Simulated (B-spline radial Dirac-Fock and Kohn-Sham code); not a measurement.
## Photoelectron lines of Fe⁵⁺ at 238 eV

System: the Fe⁵⁺ ion, configuration 1s2 2s2 2p6 3s2 3p6 3d3.

Input of the calculation (task.json; shells as n, l, electrons):

```json
{"items": [{
  "Z": 26,
  "q": 5,
  "cfg": [[1, 0, 2], [2, 0, 2], [2, 1, 6], [3, 0, 2], [3, 1, 6], [3, 2, 3]],
  "A": 56,
  "rrms": 3.7377,
  "do": ["binding", "quiet", "photo", "scan"],
  "hv": [21.22, 40.81, 71.2, 100, 238.0, 800, 1253.6, 2984.4, 5640.0, 6690.0, 9251.7, 12000, 30700.0, 56300.0, 74700.0, 124000.0]
}]}
```

Run with: `python xray_run.py task.json out`

Model: the independent-particle Dirac-Slater model, thresholds from Dirac-Fock. Program: a radial B-spline solver. The asymmetry parameter β is from the dipole term alone. Kinetic energies are from the vacuum level. Open shells are spread statistically over j, without multiplet splitting.

The last column is dσ/dΩ = σ/(4π) · [1 − (β/2) P₂(cos θ)] at θ = 90° from the beam of unpolarised light.

```csv
subshell,electrons,binding (eV),kinetic (eV),σ (kb),β,dσ/dΩ (kb/sr)
3s,2,196.0,42.03,248,2.00,29.6
3p1/2,2,155.0,82.96,313,1.36,33.3
3p3/2,4,153.3,84.66,640,1.36,68.3
3d3/2,1.2,96.61,141.4,234,1.21,24.3
3d5/2,1.8,96.40,141.6,349,1.21,36.1
```

Branching ratios of the spin-orbit partners (statistical value in brackets): 3p 2.05 (2.00), 3d 1.49 (1.50).
